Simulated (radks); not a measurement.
Results of a calculation; reference values are marked as such.
Ionisation of neutral lutetium, [Xe] 4f14 5d1 6s2, to [Xe] 4f14 6s2 as the strength of local exchange is varied. Level of theory: scalar-relativistic Kohn-Sham, Slater X-alpha exchange (alpha = 2/3 is LDA exchange), no correlation, spin-polarised, spherical densities, point nucleus; open shells are filled with parallel spins first (spin-orbit coupling, left out, can overturn this in heavy ions) (a radial shooting solver on a logarithmic mesh with Libxc functionals).

alpha  E(Lu) (hartree)  exchange (hartree)  IE (eV)  -e of the level emptied (eV)  <r> of it (bohr)
0.621      -14527.7373           -264.1211    4.162                    0.977 (5d)             3.136
0.667      -14547.4056           -284.1156    4.556                    1.265 (5d)             2.997
0.702      -14562.3906           -299.3678    4.868                    1.501 (5d)             2.907
0.709      -14565.3896           -302.4223    4.931                    1.550 (5d)             2.890
0.847      -14624.6539           -362.9135    6.259                    2.618 (5d)             2.621
0.979      -14681.5902           -421.2616    7.657                    3.806 (5d)             2.435

NIST Atomic Spectra Database: 5.426 eV (measured). The Delta-SCF value meets it near alpha = 0.76. Open shells are spherical and high-spin; term and fine-structure splittings are not resolved. Spin-orbit splitting is averaged out at the scalar-relativistic level.
